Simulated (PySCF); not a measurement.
This PySCF input asks for the NMR shieldings of `C=CS[SiH2]SCC`, C$_{4}$H$_{10}$S$_{2}$Si; the geometry comes from GFN2-xTB.

```python
import basis_set_exchange as bse
import numpy as np
from pyscf import gto, dft
from pyscf.prop import nmr

atoms = """
C    -3.359112    0.465771    0.541955
C    -2.610385    1.288818   -0.168906
S    -0.987799    1.029104   -0.772322
Si   -0.446264   -0.931030   -0.057056
S     1.479722   -1.413589   -0.832669
C     2.335011    0.207299   -0.882820
C     2.625566    0.750496    0.500666
H    -3.032550   -0.513212    0.845055
H    -4.348286    0.760890    0.846469
H    -2.958926    2.266724   -0.463653
H    -0.431490   -0.884380    1.400918
H    -1.340658   -1.933701   -0.604462
H     3.255832    0.009742   -1.430045
H     1.713431    0.889732   -1.460733
H     1.699920    0.987791    1.022085
H     3.180959    0.021283    1.086299
H     3.218033    1.659755    0.419311
"""
names = dict.fromkeys(["C", "S", "Si", "H"], "pcSseg-1")
basis = {el: gto.basis.parse(bse.get_basis(n, elements=[el], fmt="nwchem")) for el, n in names.items()}
mol = gto.M(atom=atoms, basis=basis, charge=0, verbose=0)
mf = dft.RKS(mol, xc="PBE0")
mf.grids.level = 2
mf.grids.alignment = dft.numint.BLKSIZE   # the property module wants whole blocks of grid points
mf.conv_tol = 1e-9
mf.kernel()

calc = nmr.RKS(mf)   # GIAO
C = mf.mo_coeff
Co = C[:, mf.mo_occ > 0]
resp = mf.gen_response(singlet=True, hermi=2)
def vind(x):   # induced exchange potential for any number of trial vectors
    d = np.einsum("pi,xij,qj->xpq", C, 2 * x.reshape(-1, C.shape[1], Co.shape[1]), Co, optimize=True)
    return np.einsum("xpq,pi,qj->xij", resp(d - d.transpose(0, 2, 1)), C, Co, optimize=True).ravel()
mo1, _ = nmr.rhf.solve_mo1(calc, with_cphf=vind)
sigma = calc.kernel(mo1)
for i, s in enumerate(sigma):   # ppm
    print("%2d %-2s %9.2f" % (i, mol.atom_pure_symbol(i), np.trace(s) / 3))
```

Q: What does it print?

A: 
```
 0 C      69.01
 1 C      49.35
 2 S     596.85
 3 Si    372.78
 4 S     657.96
 5 C     158.23
 6 C     166.51
 7 H      26.60
 8 H      26.26
 9 H      25.39
10 H      25.94
11 H      26.34
12 H      29.20
13 H      28.82
14 H      30.15
15 H      30.40
16 H      30.36
```

These numbers come from an equivalent density-fitted implementation of the same equations, which agrees with the script to about 0.01 ppm for H and up to a few tenths of a ppm for heavy atoms, so last digits may differ.

Q: Turn these shieldings into chemical shifts. Shifts are taken against calculated references (same method and geometry level): TMS for ¹³C (σref 186.93), ²⁹Si (σref 349.16), ¹H (σref 31.72); CS2 for ³³S (σref 503.73).

A: Averaging equivalent atoms: C 1: 137.6; C 0: 117.9; C 5: 28.7; C 6: 20.4; S 2: -93; S 4: -154; Si 3: -23.6; H 9: 6.33; H 10/11: 5.58; H 8: 5.45; H 7: 5.12; H 12/13: 2.71; H 14/15/16: 1.42 ppm. 

Size and cost of the density-fitted run: 190 basis functions, 72 s wall time on 1 thread of an Arm Neoverse N1, shared host; peak memory 0.84 GiB.
